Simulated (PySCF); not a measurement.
Ligand exchange on a metal centre used in film growth or etching (Mo OH-NH2). Isolated molecules, 0 K electronic values unless said otherwise. One relaxed conformer stands for each flexible species; it need not be the lowest.

All values below come from PBE-D3(BJ)/def2-TZVP // TPSS-D3(BJ)/def2-SVP (PySCF). 

```
species                                      mean distance from the central atom to its bonded neighbours (Å)  LUMO (eV)
-------------------------------------------  ----------------------------------------------------------------  ---------
0 of 6 OH replaced by NH2 ([Mo(OH)6])                                                                   1.924      -4.21
1 of 6 OH replaced by NH2 ([Mo(OH)5(NH2)])                                                              1.939      -3.84
2 of 6 OH replaced by NH2 ([Mo(OH)4(NH2)2])                                                             1.954      -3.53
3 of 6 OH replaced by NH2 ([Mo(OH)3(NH2)3])                                                             1.967          …
4 of 6 OH replaced by NH2                                                                               1.977      -2.92
5 of 6 OH replaced by NH2 ([Mo(OH)(NH2)5])                                                                  …          …
6 of 6 OH replaced by NH2                                                                               2.005      -2.33
```

Problem. Fill in the missing entries.

Solution. 
- 3 of 6 OH replaced by NH2 ([Mo(OH)3(NH2)3]), LUMO (eV): -3.20
- 5 of 6 OH replaced by NH2 ([Mo(OH)(NH2)5]), mean distance from the central atom to its bonded neighbours (Å): 1.990
- 5 of 6 OH replaced by NH2 ([Mo(OH)(NH2)5]), LUMO (eV): -2.72
